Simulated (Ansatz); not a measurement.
# A barrier at the coupled-cluster level

Start structure (GePH7S, singlet), relaxed at PBE0-D4/def2-TZVP:

```xyz
10
angstrom
Ge -0.9906 0.9491 -0.3297
S 1.9508 0.3634 0.9377
H -0.0991 1.6878 -1.3279
H -1.1722 1.7187 0.9770
H -2.3518 0.5914 -0.9635
H 0.1265 -1.4405 1.5662
P 0.1181 -1.0115 0.2283
H 2.3717 0.6935 -0.2942
H 1.0112 -1.6306 -0.6615
H -0.9646 -1.9214 -0.1324
```

The step: GePH₇S ([SH][PH3][GeH3]) → GePH₅ ([PH2][GeH3]) + H₂S; bonds formed: S2–H6; bonds broken: S2–P7, H6–P7. Program: Ansatz 0.2.0. Basis: def2-TZVPP and def2-QZVPP. Cores are frozen in the correlated methods. Filled d shells of the heavier atoms are correlated. The def2 sets are not built for correlating such inner shells, so the correlated values are less sure here. Extrapolation: Hartree–Fock as exp(−7.88 √X), correlation as X^−2.97. Energies below are by CCSD(T) at an estimated basis limit (MP2 extrapolated from triple and quadruple zeta, plus CCSD(T) − MP2 in triple zeta).

Task: What are the electronic barrier and the energy of the step, from the start structure to the end structure? (An estimate is asked for; the value comes from the calculation.)

Result: Computed: Barrier 0.452 eV; step energy -1.218 eV (downhill); reverse barrier, their difference, 1.670 eV. Barrier and step energy count from the start structure, the reverse barrier from the end structure.

The saddle point: One imaginary mode of 783i cm⁻¹.
```csv
pair,start (Å),saddle (Å),end (Å)
S2–H6,2.64,2.15,1.34
S2–P7,2.40,2.88,3.78
H6–P7,1.40,1.44,3.08
```

Zero-point energy (harmonic, PBE0-D4): ZPE is 1.642 eV at the start and 1.561 eV at the saddle, so the barrier goes from 0.452 to 0.371 eV.

First-order rate constant out of the start structure at 498 K by transition-state theory, with harmonic vibrational free energies alone and no tunnelling: ΔA‡ = 0.372 eV, so k = (kB T/h) exp(−ΔA‡/kB T) ≈ 10^9 s⁻¹ (an order of magnitude at best: rotation, the number of equivalent paths and anharmonicity are left out).

The T1 diagnostic stays at or below 0.015.

Labels in which every atom is bracketed show which atoms are joined, not bond orders.

For scale, one of the runs: CCSD(T)/def2-TZVPP, 230 basis functions, launched by `ansatz run in.yaml --threads 4 --pin off --events-out ev --progress --plain --max-ram 9574MiB`. Hardware: 4 CPU threads of an Arm Neoverse V1, shared host. Wall time 110 s; peak host memory 3.6 GiB.
